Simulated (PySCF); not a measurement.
**Computed properties of SnFCl, SMILES [F][Sn][Cl]**

SnFCl, SMILES [F][Sn][Cl] (connectivity only; charge and spin as stated), neutral, multiplicity 1. Coordinates come from a PBE0-D3(BJ)/def2-TZVP optimisation. The def2 effective core potentials stand for the cores of Sn; spin–orbit coupling is left out. The values are those of a single conformer. All values are computed for the isolated molecule unless a solvent is named; none is compared with measurement here.

**Structure.** The optimised structure has Cs symmetry. All 3 harmonic modes at PBE0-D3(BJ)/def2-TZVP (PySCF) are real, so it is a minimum. With heavy atoms numbered as in [Sn:1]([F:2])[Cl:3], the shortest bond between them is Sn1–F2 at 1.935 Å and the longest Sn1–Cl3 at 2.360 Å.

**Vibrations.** The strongest infrared lines (harmonic, unscaled, degenerate partners summed) lie at 594 cm⁻¹ (104 km/mol, F 86 %, Sn 14 %), 353 cm⁻¹ (79 km/mol, Cl 75 %, Sn 24 %), 157 cm⁻¹ (7 km/mol, F 63 %, Cl 26 %, Sn 11 %). The softest mode is at 157 cm⁻¹ and the zero-point energy is 1.6 kcal/mol.

**Electronic structure.** B3LYP/def2-TZVPD (PySCF) places the frontier levels at -8.20 and -3.27 eV, a gap of 4.93 eV, and gives a dipole moment of 3.56 D and a mean polarisability of 54.3 bohr³.

**Excitations.** TDDFT-ωB97X/def2-SVPD (PySCF) has S1 at 4.42 eV (280 nm, f = 0.063, bright); the most intense of the 10 singlets computed lies at 7.16 eV (f = 0.48). T1 (TDA) is at 3.42 eV. No vertical singlet excitation falls in the visible range (under 3.1 eV).
